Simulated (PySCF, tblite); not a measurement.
Species: C6H8N4.
Numbering: `[CH3:1][CH2:2][n:3]1[n:4][n:5][c:6]([CH3:7])[c:8]1[C:9]#[N:10]` (hydrogens: H11, H12, H13 on C1; H14, H15 on C2; H16, H17, H18 on C7)

Structure optimised with GFN2-xTB, isolated species.

Question: Give the optimised bond lengths and angles.

Answer: 
| bond | length (pm) | order |
| --- | --- | --- |
| C1–C2 | 152.6 | single |
| C2–N3 | 143.7 | single |
| N3–N4 | 131.6 | aromatic |
| N4–N5 | 128.3 | aromatic |
| N5–C6 | 134.2 | aromatic |
| C6–C7 | 148.1 | single |
| C6–C8 | 139.8 | aromatic |
| C8–C9 | 139.4 | single |
| C9≡N10 | 114.8 | triple |
| N3–C8 | 136.4 | aromatic |
| C1–H11, C1–H12, C1–H13 | 108.7 | single |
| C2–H14, C2–H15 | 109.3 | single |
| C7–H16, C7–H17, C7–H18 | 108.8 | single |

Bonds in one row agree within 1 pm and their mean is given. Orders are formal, as drawn. A selection of angles:
| angle | degrees |
| --- | --- |
| C1–C2–N3 | 111.2 |
| C2–N3–N4 | 122.6 |
| C2–N3–C8 | 127.8 |
| N4–N3–C8 | 109.6 |
| N3–N4–N5 | 109.4 |
| N4–N5–C6 | 109.9 |
| N5–C6–C7 | 123.8 |
| N5–C6–C8 | 106.9 |
| C7–C6–C8 | 129.3 |
| C6–C8–C9 | 131.4 |
| N3–C8–C6 | 104.1 |
| N3–C8–C9 | 124.5 |
| C8–C9–N10 | 179.3 |

Dihedral angles: C1–C2–N3–N4 -107° (anticlinal). The mirror-image conformer, all signs reversed, is as good.

N3 (pyrrole-type nitrogen) is planar (angles 127.8°, 122.6° and 109.6°, sum 360.0°, 0.01 Å off the plane of its three neighbours). The 4 C–N bonds span 1.148 Å (C9≡N10, drawn triple) to 1.437 Å (C2–N3, drawn single), a spread of 0.289 Å. N4 (pyridine-type nitrogen) is bent (angle 109.4°). The N–N distances run from 1.283 Å (N4–N5, aromatic) to 1.316 Å (N3–N4, aromatic), a spread of 0.033 Å. The 4 C–C bonds span 1.394 Å (C8–C9, drawn single) to 1.526 Å (C1–C2, drawn single), a spread of 0.132 Å. The 5-membered ring N3–N4–N5–C6–C8 has internal angles of 104.1° to 109.9° (sum 540°, against 540° for a flat polygon); it is planar, 0.00 Å rms from its mean plane, widest ring torsion 0°. Of the pairs four or more bonds apart, C9···H11 is among the closest relative to their van der Waals radii: 2.80 Å, 97 % of the sum of Bondi's values.

Point group: C1 (no symmetry element, even within 0.4 Å). Its GFN2-xTB frequencies are all real (lowest 18 cm⁻¹). One conformer, not necessarily the lowest.

These are computed values.
